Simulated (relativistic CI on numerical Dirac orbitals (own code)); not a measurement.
## Hyperfine structure of Ba²⁺, mass number 135

Computed by Dirac-Coulomb-Breit CI, KLI orbitals optimised for each configuration, a model potential for QED, valence Slater integrals scaled by 0.85, P86 correlation energy added to each configuration (own radial code, finite nucleus).

Configuration list (outside the closed core [Kr] 4d10): 5s2 5p6, 5s2 5p5 5d, 5s2 5p5 5f, 5s2 5p5 6s, 5s2 5p5 6p, 5s 5p6 5d, 5s2 5p5 4f, 5s2 5p5 7s, 5s2 5p5 6d, 5s2 5p5 7p, 5s 5p6 5f, 5s2 5p5 7d, 5s2 5p5 5g. Double excitations out of closed p, d and f shells are left out; levels of such configurations are missing from the list, as are those of other unlisted configurations, and high levels can miss mixing partners.

Nuclear spin I = 3/2, μ = 0.8381 μN, Q = 0.153 b (tables of Stone and Pyykkö). The electronic factors are computed for point nuclear moments, without core polarisation; leaving it out makes A of s and p electrons in near-neutral atoms 20 to 40 % too small, and it can dominate for d and f shells.

```json
{"Level": "5s2 5p5 5d 3P°_1", "E (eV)": "16.8447", "A (MHz)": "94.76", "B (MHz)": "73.2"}
{"Level": "5s2 5p5 5d 3P°_2", "E (eV)": "17.2731", "A (MHz)": "47.9", "B (MHz)": "103"}
{"Level": "5s2 5p5 5d 3F°_4", "E (eV)": "17.4036", "A (MHz)": "418.6", "B (MHz)": "-466"}
{"Level": "5s2 5p5 5d 3F°_3", "E (eV)": "17.6524", "A (MHz)": "618.7", "B (MHz)": "-490"}
{"Level": "5s2 5p5 5d 3D°_3", "E (eV)": "18.4920", "A (MHz)": "352.7", "B (MHz)": "131"}
{"Level": "5s2 5p5 6s 3P°_2", "E (eV)": "19.3127", "A (MHz)": "1852", "B (MHz)": "-470"}
{"Level": "5s2 5p5 5d 3D°_1", "E (eV)": "19.3612", "A (MHz)": "-252", "B (MHz)": "90.2"}
{"Level": "5s2 5p5 5d 3F°_2", "E (eV)": "19.7880", "A (MHz)": "1639", "B (MHz)": "297"}
```

Levels with J = 0, under 50 % of one LS term, or S terms without an open s electron are left out. Small factors come from cancelling terms and can be off by tens of per cent or more.

Correlation outside the listed configurations is missing or only estimated: errors of thousands of cm⁻¹ between configurations and terms are usual at this charge. Rates and lifetimes follow the computed energies and can be off by large factors. The fine structure of a lone outer electron comes out too small, for d and f at times inverted, and misplaced configurations move strength between like terms. 22 of the 37 excited levels that our extract of the measured tables holds in this range could be paired (the sources list more); they are missed by 3427 cm⁻¹ on average and 7317 at most, and levels without a partner can miss by more.

**Question.** Give the hyperfine levels of 5s2 5p5 5d 3F°_3 relative to its centre of gravity.

**Answer.** With K = F(F + 1) − I(I + 1) − J(J + 1), E = AK/2 + B[¾K(K + 1) − I(I + 1)J(J + 1)]/[2I(2I − 1)J(2J − 1)]: F = 3/2: -4006, F = 5/2: -2092, F = 7/2: 245, F = 9/2: 2662 MHz.

LS names give the leading component of a level, which can be under half, so a name can repeat, a term be missing and a line seem to break the LS rules.
